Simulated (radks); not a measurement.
The numbers below are computed, except where a source is named.
Problem. All-electron atom: Hf in [Xe] 4f14 5d2 6s2. Code: a radial shooting solver on a logarithmic mesh with Libxc functionals. Model: scalar-relativistic Kohn-Sham, r2SCAN, spin-polarised, spherical densities, finite nucleus; open shells are filled with parallel spins first (spin-orbit coupling, left out, can overturn this in heavy ions); meta-GGA in the generalised Kohn-Sham scheme; Fermi nuclear charge, rms radius 5.347 fm. Some entries of the table are withheld. Estimate them.

orbital  occ.  eigenvalue (eV)  <1/r> (bohr^-1)
1s down     1        -65354.32            83.78
1s up       1        -65354.31            83.78
2s up       1        -11201.89            19.58
2s down     1        -11201.80            19.58
2p up       3        -9833.747            17.85
2p down     3        -9833.684            17.85
3s down     1        -2561.787            7.255
3s up       1        -2561.771            7.255
3p down     3        -2151.057            6.720
3p up       3        -2151.047            6.720
3d up       5        -1664.090            6.348
3d down     5        -1664.060            6.348
4s up       1        -521.3778            3.062
4s down     1        -521.3475            3.061
4p up       3        -386.0380            2.790
4p down     3        -386.0162            2.790
4d up       5        -210.2329            2.473
4d down     5        -210.2004            2.473
5s up       1         -68.9668            1.164
5s down     1         -68.2864            1.171
5p up       3         -37.1087           0.9700
5p down     3         -36.0255           0.9806
4f up       7         -17.0077            1.914
4f down     7         -16.8386            1.922
6s up       1          -5.6015           0.3724
6s down     1          -4.6717           0.3441
5d up       2              (1)           0.5504
5d down     0              (2)           0.5269

Solution. 
(1) 5d up eigenvalue (eV): -3.1768
(2) 5d down eigenvalue (eV): -1.6661
